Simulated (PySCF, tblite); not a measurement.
Isomers of C6H5F3NP. Computed with GFN2-xTB (tblite): harmonic, unscaled wavenumbers at the GFN2-xTB geometry, gas phase. This tight-binding method is rough: wavenumbers can miss measured ones by several per cent, in bad cases by 10 to 20. One conformer each.

Electronic energies: PBE0/pcSseg-1 single points on the GFN2-xTB geometries (PySCF, gas phase).

```tsv
SMILES	electronic energy, lowest = 0 (kJ/mol)
Cc1ccpc(C(F)(F)F)n1	5.1
Cc1pccnc1C(F)(F)F	14.1
Cc1cc(C(F)(F)F)ncp1	13.9
Cc1ncc(C(F)(F)F)cp1	8.2
Cc1cpc(C(F)(F)F)cn1	0.0
CC#CP(CC#N)C(F)(F)F	211.8
```

Task: How do GFN2-xTB zero-point energies change the relative energies?

Result: 
```tsv
SMILES	ZPE (kJ/mol)	of it from modes above 1550 cm⁻¹	electronic (kJ/mol)	with ZPE, lowest = 0 (kJ/mol)	lowest mode (cm⁻¹)	rings
Cc1cpc(C(F)(F)F)cn1	263.2	90.8	0.0	0.0	15	1
Cc1ccpc(C(F)(F)F)n1	263.2	91.0	5.1	5.1	17	1
Cc1ncc(C(F)(F)F)cp1	262.8	90.8	8.2	7.8	9	1
Cc1cc(C(F)(F)F)ncp1	263.1	90.5	13.9	13.8	12	1
Cc1pccnc1C(F)(F)F	264.4	90.6	14.1	15.3	39	1
CC#CP(CC#N)C(F)(F)F	250.9	117.4	211.8	199.5	18i	0
```

The zero-point energies span 13.5 kJ/mol, from `CC#CP(CC#N)C(F)(F)F` to `Cc1pccnc1C(F)(F)F`. Slightly imaginary modes are left out of the zero-point energy: `CC#CP(CC#N)C(F)(F)F` 17.5i cm⁻¹. The order is unchanged.

Task: And how do the electronic energies of GFN2-xTB itself compare?

Result: `Cc1cpc(C(F)(F)F)cn1` 0.0; `Cc1ccpc(C(F)(F)F)n1` 7.8; `Cc1ncc(C(F)(F)F)cp1` 13.5; `Cc1cc(C(F)(F)F)ncp1` 20.9; `Cc1pccnc1C(F)(F)F` 20.9; `CC#CP(CC#N)C(F)(F)F` 240.2 kJ/mol, lowest = 0. Against the energies above, taken from the same isomer `Cc1cpc(C(F)(F)F)cn1`, the largest difference is 28.4 kJ/mol.
